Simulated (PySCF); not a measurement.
Stepwise substitution at one centre (In C2H5-I). Gas-phase values, no solvent. One relaxed conformer stands for each flexible species; it need not be the lowest. Strings in code marks are SMILES.

Level of theory: TPSSh-D3(BJ)/def2-TZVP // CAM-B3LYP-D3(BJ)/def2-SVP in PySCF 2.14.0. Excitations are Tamm–Dancoff values on a coarser integration grid. The basis has no diffuse functions, so Rydberg states are missing or too high.

```json
[
 {"species": "0 of 3 C2H5 replaced by I (`C[CH2][In]([CH2]C)[CH2]C`)", "S1 excitation (TDA) (eV)": "4.14", "HOMO (eV)": "[?]", "S1–T1 gap (TDA) (eV)": "[?]", "S1 oscillator strength": "0.000"},
 {"species": "1 of 3 C2H5 replaced by I (`[CH2](C)[In]([CH2]C)[I]` (C–C–In–I torsion 0°, I–In–C–C torsion 178°))", "S1 excitation (TDA) (eV)": "4.09", "HOMO (eV)": "[?]", "S1–T1 gap (TDA) (eV)": "[?]", "S1 oscillator strength": "0.000"},
 {"species": "2 of 3 C2H5 replaced by I (`[CH2]([In]([I])[I])C` (C–C–In–I torsion 179°))", "S1 excitation (TDA) (eV)": "4.15", "HOMO (eV)": "-6.83", "S1–T1 gap (TDA) (eV)": "0.45", "S1 oscillator strength": "0.023"},
 {"species": "3 of 3 C2H5 replaced by I (`[In]([I])([I])[I]`)", "S1 excitation (TDA) (eV)": "3.41", "HOMO (eV)": "-7.26", "S1–T1 gap (TDA) (eV)": "0.28", "S1 oscillator strength": "0.000"}
]
```

Fill in the missing entries.


- 0 of 3 C2H5 replaced by I (`C[CH2][In]([CH2]C)[CH2]C`), HOMO (eV): -5.82
- 0 of 3 C2H5 replaced by I (`C[CH2][In]([CH2]C)[CH2]C`), S1–T1 gap (TDA) (eV): 0.20
- 1 of 3 C2H5 replaced by I (`[CH2](C)[In]([CH2]C)[I]` (C–C–In–I torsion 0°, I–In–C–C torsion 178°)), HOMO (eV): -6.20
- 1 of 3 C2H5 replaced by I (`[CH2](C)[In]([CH2]C)[I]` (C–C–In–I torsion 0°, I–In–C–C torsion 178°)), S1–T1 gap (TDA) (eV): 0.12
